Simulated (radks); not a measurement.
Question: These are the eigenvalues of the occupied orbitals of an atom or ion with whole-number occupations (eV). All-electron calculation, scalar-relativistic Kohn-Sham, LDA (Slater exchange, VWN5 correlation), spin-polarised, spherical densities, finite nucleus; Fermi nuclear charge, rms radius of each element as measured or else 0.836 A^(1/3) + 0.57 fm. Program: a radial shooting solver on a logarithmic mesh with Libxc functionals.

orbital  eigenvalue
1s up     -51084.44
1s down   -51083.67
2s up     -9297.030
2s down   -9296.544
2p up     -8393.137
2p down   -8392.475
3s up     -2820.303
3s down   -2819.551
3p up     -2539.899
3p down   -2539.079
3d up     -2175.731
3d down   -2174.967
4s up     -1242.673
4s down   -1239.845
4p up     -1139.462
4p down   -1136.660

Which element is it, and in what charge state? The configuration may be excited. Open shells, if any, are filled with parallel spins first.

Answer: Z = 64, gadolinium, charge +29: Gd29+ in [Ar] 3d10 4s2 4p5. The list shows which subshells hold electrons but not how many an open one holds; the 1s level, -1877.3 hartree, gives Z - s = 61.3 by -(Z - s)^2/2, which with screening and relativity narrows Z to a few neighbours, and the depths of the outer levels then fix element, charge and occupations together.
